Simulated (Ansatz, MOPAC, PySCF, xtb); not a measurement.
Dimer: CH4 (SMILES C) (first 5 atoms) with CH2O (SMILES C=O); geometry from B3LYP-D3(BJ)/def2-TZVP, rigid monomers moved along the line of their centres of mass till H3···O7 is 2.37 Å.
(charge 0, multiplicity 1):
| atom | x (Å) | y (Å) | z (Å) |
|---|---|---|---|
| C | -0.0233 | -0.0032 | 0.1122 |
| H | -0.9238 | -0.6167 | 0.1350 |
| H | 0.6109 | -0.2487 | 0.9628 |
| H | 0.5175 | -0.1959 | -0.8134 |
| H | -0.3009 | 1.0500 | 0.1517 |
| C | -0.2807 | 0.0780 | 3.5243 |
| O | 0.8240 | -0.3419 | 3.3193 |
| H | -0.6707 | 0.2218 | 4.5503 |
| H | -0.9679 | 0.3440 | 2.6989 |

Interaction energies are E(AB) − E(A) − E(B) at the monomers' geometry in the complex; basis-set methods are counterpoise corrected.

The state reached by PM7 isn't checked; PM7 holds dispersion and hydrogen-bond terms.

Run with Ansatz (a first-principles code) with Gaussian orbitals; MOPAC for PM7 (differences of heats of formation); PySCF for the dispersion terms; xtb for the GFN methods. Each number belongs to the level named beside it.

Problem. Estimate the interaction energy that GFN-FF returns for this input.

Solution. -0.3 kcal/mol
